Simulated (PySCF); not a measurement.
## Fine-structure interval of Xe⁺ by level of theory

Xe⁺ [Kr] 4d10 5s2 5p5 [5p1/2^2 5p3/2^3, M_J = 3/2] → Xe⁺ [Kr] 4d10 5s2 5p5 [5p1/2^1 5p3/2^4, M_J = 1/2], as a difference of total energies. Computed with PySCF 2.14 in x2c-TZVPPall-2c, with the two-component X2C-1e Hamiltonian. Correlated levels: [Ar] 3d10 frozen; the 6 highest virtual spinors dropped. "Screened" scales the spin-orbit matrix elements by Boettger's factors to mimic the two-electron term; Breit and QED terms are absent.

```csv
method,fine-structure interval (cm⁻¹)
GHF (screened spin-orbit),10153
GMP2 (screened spin-orbit),10956
GHF (bare spin-orbit),10564
```

Errors of the correlated levels include the incompleteness of this basis and the frozen core.

For comparison: 10537 cm⁻¹ (measured; NIST Handbook of Basic Atomic Spectroscopic Data (Sansonetti and Martin, J. Phys. Chem. Ref. Data 34, 1559 (2005))).
